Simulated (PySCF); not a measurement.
A structure optimised at PBE-D3(BJ)/def2-SVP, used in a PySCF frequency run:

```
C
O 1 1.2171
C 1 1.5413 2 121.10
F 3 1.3658 1 107.81 2 -121.58
F 3 1.3658 4 108.40 1 116.45
H 3 1.1136 4 110.02 5 120.36
Si 1 1.9599 2 121.22 3 180.00
H 7 1.4995 1 113.43 2 180.00
H 7 1.5008 8 110.58 1 -119.07
H 7 1.5008 8 110.58 9 -121.85
```

### Question
Write its SMILES, formula and point group.

### Answer
O=C([SiH3])C(F)F, C₂H₄F₂OSi, Cs

### Question
What are its rotational constants (standard atomic weights)?

### Answer
3.5435, 2.0919, 1.7741 GHz
